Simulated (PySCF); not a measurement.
Ionisation energy of Ne+ by level of theory

Ne+ [He] 2s2 2p5 (2P) → Ne(2+) [He] 2s2 2p4 (3P), as a difference of total energies. All numbers are calculated (PySCF 2.14, the spin-free X2C one-electron Hamiltonian (Gaussian nucleus), in x2c-TZVPPall). Correlated levels: valence: 1s2 frozen; valence and next inner shell: nothing frozen. The calculations carry no spin-orbit coupling.

```
                                method  ionisation energy (eV)
                                   UHF                  39.266
                                   LDA                  41.408
                                   PBE                  41.124
                                  PBE0                  40.992
                                r2SCAN                  41.120
                                revPBE                  41.014
                               r2SCAN0                  40.980
                                PBEsol                  41.016
                                M06-2X                  41.011
                                  ROHF                  39.318
                         MP2 (valence)                  40.710
                     SCS-MP2 (valence)                  40.697
    MP2 (valence and next inner shell)                  40.721
SCS-MP2 (valence and next inner shell)                  40.701
```

Problem. How much does correlation contribute at MP2 (valence and next inner shell)?

Solution. 40.721 − (39.266) = 1.455 eV, measured against UHF.

Errors of the correlated levels include the incompleteness of this basis and the frozen core.

For comparison: 40.963 eV (measured; NIST Atomic Spectra Database, ionization energies).
